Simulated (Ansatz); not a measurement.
Mulliken charges of C3H6Sn (`C1=[CH][SnH2][CH2]1`) from r2SCAN/def2-TZVPP in Ansatz (PBE0-D4/def2-TZVP geometry).

```json
{"atom": "C1", "x (Å)": "-0.721", "y (Å)": "0.942", "z (Å)": "0.012", "charge (e)": "0.082"}
{"atom": "C2", "x (Å)": "-1.282", "y (Å)": "-0.220", "z (Å)": "0.370", "charge (e)": "-0.449"}
{"atom": "Sn3", "x (Å)": "0.540", "y (Å)": "-1.291", "z (Å)": "0.101", "charge (e)": "0.769"}
{"atom": "C4", "x (Å)": "0.742", "y (Å)": "0.832", "z (Å)": "-0.341", "charge (e)": "-0.405"}
{"atom": "H5", "x (Å)": "-1.251", "y (Å)": "1.896", "z (Å)": "-0.028", "charge (e)": "0.066"}
{"atom": "H6", "x (Å)": "-2.316", "y (Å)": "-0.362", "z (Å)": "0.662", "charge (e)": "0.042"}
{"atom": "H7", "x (Å)": "0.657", "y (Å)": "-2.416", "z (Å)": "-1.183", "charge (e)": "-0.129"}
{"atom": "H8", "x (Å)": "1.338", "y (Å)": "-1.927", "z (Å)": "1.474", "charge (e)": "-0.129"}
{"atom": "H9", "x (Å)": "0.972", "y (Å)": "1.092", "z (Å)": "-1.377", "charge (e)": "0.077"}
{"atom": "H10", "x (Å)": "1.404", "y (Å)": "1.403", "z (Å)": "0.314", "charge (e)": "0.077"}
```

Task: By hand: the dipole of these point charges (1 e Å = 4.8032 D).

Result: Σ q r = (0.377, -0.291, -0.043) e Å, of length 0.478 e Å = 2.30 D.

Task: How does the dipole of the full density compare? (Estimate.)

Result: The calculation gave: (0.036, 0.071, -0.022) e Å, 0.40 D; the point charges give 5.75 times that, at 99° from its direction.

Point charges leave out the atoms' own dipoles, such as those of lone pairs, and Mulliken's split depends on the basis, so the two needn't agree.
